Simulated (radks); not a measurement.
Results of a calculation; reference values are marked as such.
Problem. Species: the molybdenum ion Mo21+. Configuration: [Ar] 3d3. Code: a radial shooting solver on a logarithmic mesh with Libxc functionals. Model: Dirac Kohn-Sham, Slater X-alpha with alpha = 0.715, spin-unpolarised, spherical densities, finite nucleus; open shells fill j = l - 1/2 first; Fermi nuclear charge, rms radius 4.4091 fm. Some entries of the table are withheld. Estimate them.

| orbital | occ. | eigenvalue (eV) | r(max) (bohr) | <1/r> (bohr^-1) |
|---|---|---|---|---|
| 1s1/2 | 2 | -20612.11 | (1) | 43.52 |
| 2s1/2 | 2 | -3594.668 | (2) | 9.959 |
| 2p1/2 | 2 | (3) | 0.1007 | (4) |
| 2p3/2 | 4 | (5) | 0.1045 | (6) |
| 3s1/2 | 2 | -1156.405 | 0.3671 | 3.709 |
| 3p1/2 | 2 | (7) | 0.3510 | 3.640 |
| 3p3/2 | 4 | (8) | 0.3588 | 3.526 |
| 3d3/2 | 3 | -922.9332 | (9) | 3.393 |
| 3d5/2 | 0 | -918.2692 | (10) | 3.364 |

Solution. 
(1) 1s1/2 r(max) (bohr): 0.02289
(2) 2s1/2 r(max) (bohr): 0.1295
(3) 2p1/2 eigenvalue (eV): -3377.811
(4) 2p1/2 <1/r> (bohr^-1): 9.930
(5) 2p3/2 eigenvalue (eV): -3270.272
(6) 2p3/2 <1/r> (bohr^-1): 9.458
(7) 3p1/2 eigenvalue (eV): -1076.432
(8) 3p3/2 eigenvalue (eV): -1054.462
(9) 3d3/2 r(max) (bohr): 0.2910
(10) 3d5/2 r(max) (bohr): 0.2931
